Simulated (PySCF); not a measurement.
Several molecules and their computed UV-vis stick spectra, shuffled. Computed with TDDFT CAM-B3LYP/def2-SVPD, vertical, gas phase, core orbitals frozen in the response in PySCF. Geometries: PBE0-D3(BJ)/def2-SVP; one conformer of each isolated species. Triplets are in the Tamm–Dancoff approximation. Relativistic effects are left out although some hold elements past zinc.

A. `[BH3-][AsH3+]`
B. `[GeH3][GeH2][SiH2]C1=CC=CO1`
C. `CO[Si@@H](O)P`
D. `C#[C][Al]` [singlet]
E. `[SiH3]N([SiH3])C1=CSC=C1`

Lowest singlet levels (six at most, fewer where fewer were computed) with oscillator strengths:

1. 7.61 eV (f 0.072); 7.71 eV (f 0.004 summed over 2 states); 7.92 eV (f 0.018); 7.93 eV (f 0.018); 8.11 eV (f 0.000); 8.18 eV (f 0.021 summed over 2 states); T1 7.09 eV
2. 5.05 eV (f 0.095); 5.49 eV (f 0.001); 5.87 eV (f 0.015); 5.88 eV (f 0.043); 6.04 eV (f 0.014); 6.40 eV (f 0.227); T1 3.56 eV
3. 6.68 eV (f 0.023); 6.88 eV (f 0.028); 7.30 eV (f 0.228); 7.46 eV (f 0.125); 7.58 eV (f 0.040); 7.83 eV (f 0.001)
4. 3.69 eV (f 0.207 summed over 2 states); 4.93 eV (f 0.000); 5.08 eV (f 0.000 summed over 2 states); 6.26 eV (f 0.165); 6.48 eV (f 0.089); 6.69 eV (f 0.667); T1 2.22 eV
5. 5.67 eV (f 0.575); 6.18 eV (f 0.005); 6.54 eV (f 0.012); 6.64 eV (f 0.066); 6.76 eV (f 0.005); 6.88 eV (f 0.082); T1 3.81 eV

Task: Which spectrum belongs to which structure?

Result: 1 = A, 2 = E, 3 = C, 4 = D, 5 = B.
- A: S1 at 7.61 eV, HOMO-2→LUMO (89%); Löwdin shares by element: HOMO (one of a set within 0.03 eV) boron 42%, hydrogen 42% or more, arsenic 8%; LUMO hydrogen 44% or more, arsenic 38% (atoms not listed hold the other 17%); HOMO -10.03 and LUMO 0.56 eV; point group C3v, 1 of its 8 listed states under f = 0.0005.
- B: S1 at 5.67 eV, HOMO→LUMO (86%); Löwdin shares by element: HOMO carbon 71% (atoms not listed hold the other 29%); LUMO carbon 23% or more, silicon 12%, germanium 11% or more (atoms not listed hold the other 54%); HOMO -7.94 and LUMO 0.44 eV.
- C: S1 at 6.68 eV, HOMO→LUMO (59%), HOMO→LUMO+4 (16%), HOMO→LUMO+3 (10%); Löwdin shares by element: HOMO phosphorus 63%, silicon 15%, hydrogen 12% or more; LUMO silicon 26%, oxygen 22% or more, hydrogen 14% or more, phosphorus 8% (atoms not listed hold the other 29%); HOMO -8.78 and LUMO 0.69 eV.
- D: S1 at 3.69 eV, HOMO→LUMO/LUMO+1 (98%); Löwdin shares by element: HOMO aluminium 83%, carbon 14% or more; LUMO (one of a set within 0.03 eV) aluminium 72%, carbon 27%; HOMO -7.58 and LUMO -0.82 eV; point group C∞v, 3 of its 8 listed states under f = 0.0005.
- E: S1 at 5.05 eV, HOMO→LUMO (95%); Löwdin shares by element: HOMO carbon 35% or more, nitrogen 24%, sulfur 16% (atoms not listed hold the other 25%); LUMO carbon 50% or more, sulfur 20% (atoms not listed hold the other 31%); HOMO -7.42 and LUMO 0.49 eV.

A slash joins orbitals within 0.01 eV of each other, whose weights are summed (≥ marks a lower bound).
